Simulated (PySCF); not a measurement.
Species: CH₄FNSi.
SMILES: `C=N[SiH2]F`

Method used: EOM-IP-CCSD/aug-cc-pVDZ in PySCF, restricted Hartree–Fock reference, 8 core orbitals frozen, non-relativistic, gas phase, PBE0-D3(BJ)/def2-SVP geometry.

Hartree–Fock orbital energies give these Koopmans values (eV): HOMO 11.02, HOMO-1 12.57, HOMO-2 13.59, HOMO-3 15.57, HOMO-4 17.08, HOMO-5 17.90, HOMO-6 18.04, HOMO-7 18.52.

**Question.** What vertical ionisation energies does EOM-IP-CCSD give?

**Answer.** 
```json
{"leading hole (HF orbital)": "HOMO", "Koopmans (eV)": "11.02", "EOM-IP-CCSD (eV)": "9.76", "change (eV)": "-1.26", "one-hole share": "0.95"}
{"leading hole (HF orbital)": "HOMO-1", "Koopmans (eV)": "12.57", "EOM-IP-CCSD (eV)": "12.24", "change (eV)": "-0.33", "one-hole share": "0.95"}
{"leading hole (HF orbital)": "HOMO-2", "Koopmans (eV)": "13.59", "EOM-IP-CCSD (eV)": "13.01", "change (eV)": "-0.58", "one-hole share": "0.95"}
{"leading hole (HF orbital)": "HOMO-3", "Koopmans (eV)": "15.57", "EOM-IP-CCSD (eV)": "14.08", "change (eV)": "-1.49", "one-hole share": "0.94"}
{"leading hole (HF orbital)": "HOMO-4", "Koopmans (eV)": "17.08", "EOM-IP-CCSD (eV)": "15.40", "change (eV)": "-1.68", "one-hole share": "0.94"}
{"leading hole (HF orbital)": "HOMO-5", "Koopmans (eV)": "17.90", "EOM-IP-CCSD (eV)": "15.82", "change (eV)": "-2.08", "one-hole share": "0.94"}
{"leading hole (HF orbital)": "HOMO-6", "Koopmans (eV)": "18.04", "EOM-IP-CCSD (eV)": "15.99", "change (eV)": "-2.05", "one-hole share": "0.94"}
{"leading hole (HF orbital)": "HOMO-7", "Koopmans (eV)": "18.52", "EOM-IP-CCSD (eV)": "16.68", "change (eV)": "-1.84", "one-hole share": "0.93"}
```

**Question.** Does the order of the lines follow the orbital energies?

**Answer.** Yes, no two lines change places. The corrections run from -2.08 to -0.33 eV, with a mean of -1.41 eV over the 8 lines; no line lies above its Koopmans value.

**Question.** At what kinetic energies would He I light (21.22 eV) eject these electrons?

**Answer.** 11.46 eV (HOMO), 8.98 eV (HOMO-1), 8.21 eV (HOMO-2), 7.14 eV (HOMO-3), 5.82 eV (HOMO-4), 5.40 eV (HOMO-5), 5.23 eV (HOMO-6), 4.54 eV (HOMO-7).

**Question.** What total energy has the lowest final state, and which wavelength reaches it?

**Answer.** E(CCSD) + ionisation energy = -483.73806 + 0.35864 = -483.37942 Eh, at the geometry of the initial state. The threshold wavelength is 1239.84 eV nm/9.76 eV = 127.0 nm.

One root was sought for each valence orbital with −ε under 21 eV, eight at most, so deeper holes and satellites are missing; no vibrational structure.

On one thread of an Arm Neoverse N1, shared host with 64 logical CPUs at a one-minute load of 42, this took 3.2 min and 1.9 GiB of memory at its peak.

Conformer computed: `[CH2:1]=[N:2][SiH2:3][F:4]`: C1–N2–Si3–F4 -123°.

One conformer stands for the species.
